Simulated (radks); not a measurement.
All-electron atom: the bromine ion Br29+ in [He] 2s2 2p2.

Calculated with a radial shooting solver on a logarithmic mesh with Libxc functionals: scalar-relativistic Kohn-Sham, r2SCAN, spin-unpolarised, spherical densities, finite nucleus; meta-GGA in the generalised Kohn-Sham scheme; Fermi nuclear charge, rms radius 4.1629 fm.

Energy parts (eV):
part                      energy
total                 -47705.248
kinetic                49090.526
electron-nucleus      -99813.444
Hartree                 4029.668
exchange-correlation   -1011.998

Orbitals (lengths in bohr, moments of r in powers of bohr; r(max) is where P^2 peaks):
\begin{tabular}{lrrrrrr}
orbital & occ. & eigenvalue (eV) & r(max) & <1/r> & <r^4> & <r^2> \\ \hline
1s & 2 & -15346.02 & 0.02788 & 35.76 & 0.00001526 & 0.002438 \\
2s & 2 & -3414.262 & 0.1535 & 8.426 & 0.002317 & 0.03731 \\
2p & 2 & -3260.479 & 0.1215 & 8.216 & 0.001550 & 0.02851 \\
\end{tabular}

The highest occupied level is 2p at -3260.5 eV. For comparison, the ionisation energy in NIST's Atomic Spectra Database is 3361 eV (semi-empirical). In exact Kohn-Sham theory the highest level is minus the ionisation energy, but local and semilocal functionals leave it too shallow, through self-interaction and a potential that decays too fast; potentials with the right tail come closer. Summed over all electrons, <r^2> = 0.1365 bohr^2, which gives a Langevin (diamagnetic) susceptibility term of -0.108 x 10^-6 cm^3/mol.

Beside tabulated values, note that spin-unpolarised runs miss the spin-polarisation part of the exchange energy of open shells.
